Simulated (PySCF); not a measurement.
Species: 1-ethynyl-4-fluorobenzene, C8H5F.
Numbering: `[CH:1]#[C:2][c:3]1[cH:4][cH:5][c:6]([F:7])[cH:8][cH:9]1` (hydrogens: H10 on C1; H11 on C4; H12 on C5; H13 on C8; H14 on C9)

Structure used (PBE0-D3(BJ)/def2-SVP), in Å, numbered top down from 1:
```
atom  x, y, z in Å
C1     3.318   -0.647   -0.187
C2     2.129   -0.414   -0.123
C3     0.729   -0.143   -0.045
C4     0.220    1.106   -0.441
C5    -1.141    1.375   -0.361
C6    -1.997    0.388    0.116
F7    -3.300    0.643    0.196
C8    -1.525   -0.859    0.512
C9    -0.163   -1.120    0.430
H10    4.370   -0.856   -0.243
H11    0.907    1.869   -0.811
H12   -1.552    2.340   -0.664
H13   -2.230   -1.606    0.879
H14    0.226   -2.092    0.737
```

Method: TDDFT CAM-B3LYP/def2-SVPD, vertical, gas phase, core orbitals frozen in the response in PySCF 2.14.0, density-fitted response routines.

Ground-to-excited transition dipoles (e·a0, same axes as the geometry; the sign carries no meaning), for the states with f of 0.002 or more among the lowest 6:

```
state  E (eV)      μx      μy     μz
   S1   5.104  -0.036  -0.218  0.085
   S2   5.317  -1.492   0.290  0.085
   S5   6.577  -0.213  -1.276  0.498
   S6   6.628  -1.007   0.188  0.060
```

(1) What oscillator strength does each state have?

(2) What is the point group, and which symmetry does each of these states have?

(3) All atoms lie in one plane. Which transitions are polarised in it and which across it?

(4) What angle do the transition dipoles of S2 and S6 make?

## Answers

(1) f = (2/3) ΔE |μ|² with ΔE in hartree (27.2114 eV).

```csv
state,|μ|² (au),|μ| (D),f
S1,0.056,0.60,0.007
S2,2.317,3.87,0.302
S5,1.922,3.52,0.310
S6,1.052,2.61,0.171
```

(2) C2v. The ground state is totally symmetric, so the direction of μ fixes the label. Polarised along the twofold axis, so A1: S2 and S6. Polarised across the twofold axis, so B1 or B2: S1 and S5. Which of B1 and B2 hangs on the choice of axes; all of these are parallel and share one label.

(3) In the plane: S1, S2, S5 and S6. No state is polarised perpendicular to it. In-plane polarisation joins two orbitals of the same parity under reflection in the plane (π with π, or σ with σ, in-plane lone pairs counted as σ); perpendicular polarisation joins orbitals of opposite parity.

(4) |cos θ| = |μa·μb| / (|μa| |μb|) = 1.00, so θ ≈ 0° (taken between 0 and 90°, since the signs are arbitrary).

The run took 48 s wall on Arm Neoverse V1, one thread, no GPU (shared host), and the process peaked at 1.0 GiB of memory.
